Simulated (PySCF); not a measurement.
Calculated NMR parameters of C#CC#C[C@H]1CNBN1

```yaml
Formula: C6H7BN2
SMILES: C#CC#C[C@H]1CNBN1
Point_group_of_the_computed_structure: C1
Carbon_signals: 6
Proton_signals: 7
```

Atoms are numbered as in `[CH:1]#[C:2][C:3]#[C:4][C@H:5]1[CH2:6][NH:7][BH:8][NH:9]1`. Each H is labelled by its parent atom. Ha(C6) is cis to C4 on the ring; Hb(C6) is trans to C4 on the ring.

Relativity neglected, one conformer, no solvent. Geometry from PBE0-D3(BJ)/def2-SVP; J couplings at B3LYP/pcJ-1 (spin–dipole term only in couplings to heteroatoms); NMR shieldings at B97-2/pcSseg-1/GIAO; PySCF.

Chemical shifts δ = σref − σ; TMS for $^{1}$H, $^{13}$C; $^{11}$B vs BF3·OEt2; NH3 for $^{15}$N, all at this level.

| carbon | δC, type | δH (multiplicity, J in Hz) | HMBC from (abs. J ≥ 3 Hz) | span of the C tensor (ppm) |
| --- | --- | --- | --- | --- |
| C1 | 70.0, CH | 1.83 (d, 2.0) | – | 224 |
| C2 | 69.4, C | – | H(C1) | 265 |
| C3 | 71.1, C | – | H(C5), H(C1) | 204 |
| C4 | 79.5, C | – | H(C5), Hb(C6), Ha(C6) | 308 |
| C5 | 48.5, CH | 4.50 (ddd, 13.8, 6.2, 2.0) | H(B8), Ha(C6) | 43 |
| C6 | 54.6, CH2 | Ha(C6) 3.51 (dd, 10.3, 6.2); Hb(C6) 3.73 (dd, 13.8, 10.3) | H(C5), H(B8) | 50 |

Other nuclei:
| atoms | nucleus | environment | δ (ppm) | σ (ppm) |
| --- | --- | --- | --- | --- |
| H(B8) | $^{1}$H | hydrogen on a boron bonded to 2 N, in a 5-membered ring | 4.13 | 27.24 |
| H(N9) | $^{1}$H | hydrogen on a nitrogen bonded to C, B, in a 5-membered ring | 2.42 | 28.95 |
| H(N7) | $^{1}$H | hydrogen on a nitrogen bonded to C, B, in a 5-membered ring | 2.17 | 29.20 |
| B8 | $^{11}$B | boron bonded to 2 N, H, in a 5-membered ring | 24.4 | 77.4 |
| N9 | $^{15}$N | nitrogen bonded to C, B, H, in a 5-membered ring | 88.8 | 174.1 |
| N7 | $^{15}$N | nitrogen bonded to C, B, H, in a 5-membered ring | 77.8 | 185.1 |

Selected couplings (Hz, signed; the shortest-range and largest first, 30 at most; isotopes $^{13}$C, $^{1}$H, $^{11}$B, $^{15}$N): $^{1}J$(C1,H(C1)) 281.8, $^{1}J$(B8,H(B8)) 155.1, $^{1}J$(C5,H(C5)) 149.8, $^{1}J$(C6,Ha(C6)) 147.4, $^{1}J$(C6,Hb(C6)) 146.0, $^{1}J$(N7,B8) -31.8, $^{1}J$(B8,N9) -31.1, $^{2}J$(Ha(C6),Hb(C6)) -10.3, $^{2}J$(N9,H(B8)) -7.8, $^{2}J$(N7,H(B8)) -7.2, $^{2}J$(C5,B8) 3.4, $^{2}J$(C6,B8) 2.1, $^{3}J$(H(C5),Hb(C6)) 13.8, $^{3}J$(H(C5),Ha(C6)) 6.2, $^{3}J$(B8,Ha(C6)) 2.1, $^{3}J$(B8,H(C5)) 1.6, $^{3}J$(B8,Hb(C6)) 1.4, $^{3}J$(N7,H(C5)) -1.2, $^{3}J$(N9,Hb(C6)) -1.2.

- δC 79.5, 71.1, 69.4: alkyne carbon; the triple bond shields along its axis, which puts it between sp3 and sp2 carbons.
- δC 70.0: terminal alkyne carbon; sp carbons lie upfield of alkene carbons because the cylindrical π system leaves one tensor component strongly shielded.
- δC 54.6: sp3 CH2 bonded to N; pulled downfield by the heteroatom.
- δH 4.50: hydrogen on a propargylic sp3 CH bonded to N; its carbon carries N, which withdraws density.
- δH 1.83: hydrogen on a terminal alkyne carbon; it lies on the axis of the triple bond, in its shielding cone.
- The protons at 3.51 and 3.73 share a coupling of 10.3 Hz (geminal).

Exchangeable OH/NH protons stand at their gas-phase positions; hydrogen bonding in a real sample shifts them, mostly to higher δ. Hydrogens on boron are broadened and split by $^{11}$B (spin 3/2, 80 %) and 10B (spin 3). Splittings below 1 Hz are ignored in the labels, and close J values are merged. Unscaled 3J(H,H) at this level run about 10 % above measured values. Shifts are as computed. Against solution values, carbons near 30 ppm lie about +1 ppm off and those near 130 ppm about +2 ppm. Of 1313 compounds with measured shifts, 239 miss one by over three times the rms of a fit or turn the order of signals round; such compounds aren't used in these exercises. Couplings to exchangeable protons are dropped. Experimental scales use liquid or dissolved standards, which lie at an offset from isolated NH3 (liquid NH3: subtract about 20 ppm). 3J across rotatable bonds or in flexible rings reflects this conformer alone.
